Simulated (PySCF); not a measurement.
A calculated (PBE, PySCF 2.14, cc-pVDZ-DK, the spin-free X2C one-electron Hamiltonian (Gaussian nucleus)) atom or ion has these occupied shells.

```tsv
shell	electrons	orbital energy (eV)	rms radius, mean of both spins (bohr)
1s α	1	-5363.2	0.0768
1s β	1	-5363.2	0.0768
2s α	1	-604.42	0.334
2s β	1	-603.37	0.334
2p α	3	-504.98	0.304
2p β	3	-504.16	0.304
3s α	1	-73.951	1.03
3s β	1	-70.617	1.03
3p α	3	-47.962	1.12
3p β	3	-44.628	1.12
3d α	4	-9.790	1.77
```

Task: Name the element and its charge.

Result: V⁺ (vanadium, charge +1), in [Ar] 3d4, high-spin 5D determinant.
